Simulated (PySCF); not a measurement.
Bond stretch in GeSe, singlet.

- UHF/cc-pVDZ (PySCF)
- RHF/cc-pVDZ (PySCF)
- UKS-BLYP = unrestricted BLYP/cc-pVDZ run with PySCF
- RKS-BLYP = restricted BLYP/cc-pVDZ (PySCF)
- UKS-PBE = PySCF with unrestricted PBE/cc-pVDZ
- RKS-PBE = PySCF 2.14.0 with restricted PBE/cc-pVDZ
- UKS-BHandHLYP = unrestricted BHandHLYP/cc-pVDZ run with PySCF
- RKS-BHandHLYP = PySCF with restricted BHandHLYP/cc-pVDZ
- UKS-B3LYP/6-31G* = PySCF with unrestricted B3LYP/6-31G*, spherical d
- RKS-B3LYP/6-31G* = restricted B3LYP/6-31G*, spherical d (PySCF)
- UKS-B3LYP/LANL2DZ = PySCF with unrestricted B3LYP/LANL2DZ, with its core potentials past Ne
- RKS-B3LYP/LANL2DZ = restricted B3LYP/LANL2DZ, with its core potentials past Ne (PySCF 2.14.0)
- UKS-LDA (SVWN5)/6-31G* = unrestricted LDA (SVWN5)/6-31G*, spherical d run with PySCF
- RKS-LDA (SVWN5)/6-31G* = restricted LDA (SVWN5)/6-31G*, spherical d (PySCF 2.14.0)

Scanned distances (Å): 1.73, 1.81, 1.92, 2.00, 2.08, 2.14, 2.22, 2.29, 2.33, 2.46, 2.66, 2.87, 3.18, 3.54, 3.90, 4.32, 4.67, 5.25, 5.72, 6.36, 7.43, 8.56.

### Question
Where does the unrestricted solution first break spin symmetry (<S²> of 0.01 or more)?

### Answer
UHF: between 2.22 and 2.29 Å; UKS-BLYP: between 2.66 and 2.87 Å; UKS-PBE: between 2.66 and 2.87 Å; UKS-BHandHLYP: between 2.46 and 2.66 Å; UKS-B3LYP/6-31G*: between 2.66 and 2.87 Å; UKS-B3LYP/LANL2DZ: between 2.46 and 2.66 Å; UKS-LDA (SVWN5)/6-31G*: between 2.87 and 3.18 Å.

```
R / Å  <S²> UHF  E(RHF) − E(UHF) / eV  <S²> UKS-BLYP  E(RKS-BLYP) − E(UKS-BLYP) / eV  <S²> UKS-PBE  E(RKS-PBE) − E(UKS-PBE) / eV  <S²> UKS-BHandHLYP  E(RKS-BHandHLYP) − E(UKS-BHandHLYP) / eV  <S²> UKS-B3LYP/6-31G*  E(RKS-B3LYP/6-31G*) − E(UKS-B3LYP/6-31G*) / eV  <S²> UKS-B3LYP/LANL2DZ  E(RKS-B3LYP/LANL2DZ) − E(UKS-B3LYP/LANL2DZ) / eV  <S²> UKS-LDA (SVWN5)/6-31G*  E(RKS-LDA (SVWN5)/6-31G*) − E(UKS-LDA (SVWN5)/6-31G*) / eV
-----  --------  --------------------  -------------  ------------------------------  ------------  ----------------------------  ------------------  ----------------------------------------  ---------------------  ----------------------------------------------  ----------------------  ------------------------------------------------  ---------------------------  ----------------------------------------------------------
1.73       0.00                 0.000           0.00                           0.000          0.00                         0.000                0.00                                     0.000                   0.00                                           0.000                    0.00                                             0.000                         0.00                                                       0.000
1.81       0.00                 0.000           0.00                           0.000          0.00                         0.000                0.00                                     0.000                   0.00                                           0.000                    0.00                                             0.000                         0.00                                                       0.000
1.92       0.00                 0.000           0.00                           0.000          0.00                         0.000                0.00                                     0.000                   0.00                                           0.000                    0.00                                             0.000                         0.00                                                       0.000
2.00       0.00                 0.000           0.00                           0.000          0.00                         0.000                0.00                                     0.000                   0.00                                           0.000                    0.00                                             0.000                         0.00                                                       0.000
2.08       0.00                 0.000           0.00                           0.000          0.00                         0.000                0.00                                     0.000                   0.00                                           0.000                    0.00                                             0.000                         0.00                                                       0.000
2.14       0.00                 0.000           0.00                           0.000          0.00                         0.000                0.00                                     0.000                   0.00                                           0.000                    0.00                                             0.000                         0.00                                                       0.000
2.22       0.00                 0.000           0.00                           0.000          0.00                         0.000                0.00                                     0.000                   0.00                                           0.000                    0.00                                             0.000                         0.00                                                       0.000
2.29       0.08                 0.002           0.00                           0.000          0.00                         0.000                0.00                                     0.000                   0.00                                           0.000                    0.00                                             0.000                         0.00                                                       0.000
2.33       0.40                 0.018           0.00                           0.000          0.00                         0.000                0.00                                     0.000                   0.00                                           0.000                    0.00                                             0.000                         0.00                                                       0.000
2.46       0.74                 0.255           0.00                           0.000          0.00                         0.000                0.00                                     0.000                   0.00                                           0.000                    0.00                                             0.000                         0.00                                                       0.000
2.66       0.92                 0.790           0.00                           0.000          0.00                         0.000                0.49                                     0.051                   0.00                                           0.000                    0.04                                             0.000                         0.00                                                       0.000
2.87       1.12                 1.386           0.08                           0.001          0.30                         0.019                0.85                                     0.355                   0.47                                           0.057                    0.53                                             0.076                         0.00                                                       0.000
3.18       1.57                 2.191           0.67                           0.098          0.83                         0.175                1.09                                     0.922                   0.96                                           0.291                    1.01                                             0.340                         0.61                                                       0.074
3.54       1.99                 2.819           1.09                           0.290          1.22                         0.420                1.50                                     1.578                   1.25                                           0.677                    1.30                                             0.751                         1.07                                                       0.262
3.90       2.01                 3.215           1.37                           0.483          1.47                         0.653                1.74                                     2.014                   1.52                                           1.070                    1.55                                             1.167                         1.36                                                       0.461
4.32       2.01                 3.484           1.57                           0.669          1.65                         0.870                1.89                                     2.278                   1.57                                           1.053                    1.57                                                 —                         1.57                                                       0.657
4.67       2.02                 3.613           1.68                           0.787          1.73                         1.005                1.95                                     2.427                   1.72                                           1.304                    1.73                                                 —                         1.68                                                       0.779
5.25       2.02                 3.719           1.78                           0.917          1.82                         1.160                1.99                                     2.596                   1.83                                           1.605                    1.84                                                 —                         1.78                                                       0.913
5.72       2.02                 3.755           1.83                           0.980          1.87                         1.247                2.01                                     2.686                   1.87                                           1.702                    1.88                                                 —                         1.82                                                       0.978
6.36       2.02                 3.776           1.86                           1.029          1.90                         1.325                2.01                                     2.753                   1.91                                           1.748                    1.91                                                 —                         1.85                                                       1.028
7.43       2.02                 3.787           1.88                           1.065          1.91                         1.380                2.01                                     2.796                   1.93                                           1.795                    0.00                                                 —                         1.87                                                       1.063
8.56       2.02                 3.792           1.89                               —          1.92                             —                2.01                                     2.809                   1.94                                           1.816                    0.00                                                 —                         1.89                                                       1.049
```

A dash means that the run gave no value there, or that the column was ended at a point which the program doubted or which failed a test of continuity chosen for this set; such a test can also cut sound points.
